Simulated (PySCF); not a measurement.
Indirect couplings

Cartesian coordinates in Å; atom numbers follow the order of the lines, from 1:
```xyz
17

C     0.1111    1.5516   -0.7142
N     0.1821    0.3715    0.1508
C     1.4109    0.1528    0.7846
O     2.2840    0.9748    0.7749
C     1.7219   -1.2361    1.4141
F     1.3108   -1.3073    2.6681
F     1.1926   -2.2313    0.7069
F     3.0369   -1.3885    1.4008
C    -0.9529   -0.3684    0.4600
O    -1.0728   -1.0659    1.4254
C    -2.1288   -0.2684   -0.5460
F    -2.6540    0.9584   -0.5588
F    -1.7196   -0.5608   -1.7822
F    -3.0677   -1.1205   -0.2017
H    -0.5469    2.3162   -0.2817
H     1.1236    1.9597   -0.7890
H    -0.2500    1.2740   -1.7111
```

Method: B3LYP/pcJ-1 (spin–dipole term only in couplings to heteroatoms)//PBE0-D3(BJ)/def2-SVP, PySCF 2.14; isolated molecule, single conformer, non-relativistic. Couplings are averaged over pairs made equivalent by symmetry, fast rotation or ring inversion, so a value needn't be that of the named pair in this geometry, while other rotamers aren't included; one pair stands for each set, and the list holds those of at least 0.8 Hz over up to four bonds, among pairs with at least one F or H atom (others weren't computed). One-bond C–F couplings come out tens of Hz too large with common functionals.

Isotopes: $^{13}$C, $^{19}$F, $^{1}$H.

```json
{"pair": "C1, H15", "bonds": "1", "J (Hz)": "150.2"}
{"pair": "C5, F6", "bonds": "1", "J (Hz)": "?"}
{"pair": "C3, F6", "bonds": "2", "J (Hz)": "44.2"}
{"pair": "F6, F7", "bonds": "2", "J (Hz)": "?"}
{"pair": "H15, H16", "bonds": "2", "J (Hz)": "-14.3"}
{"pair": "C3, H15", "bonds": "3", "J (Hz)": "3.4"}
{"pair": "C1, F6", "bonds": "4", "J (Hz)": "2.6"}
```

Estimate the withheld couplings, with signs.

Answers


- $^{1}J$(C5,F6) = -354.3 Hz (mean over equivalent pairs that range from -362.6 to -340.9 Hz in this conformer)
- $^{2}J$(F6,F7) = 65.0 Hz (mean over equivalent pairs that range from 39.8 to 95.5 Hz in this conformer)
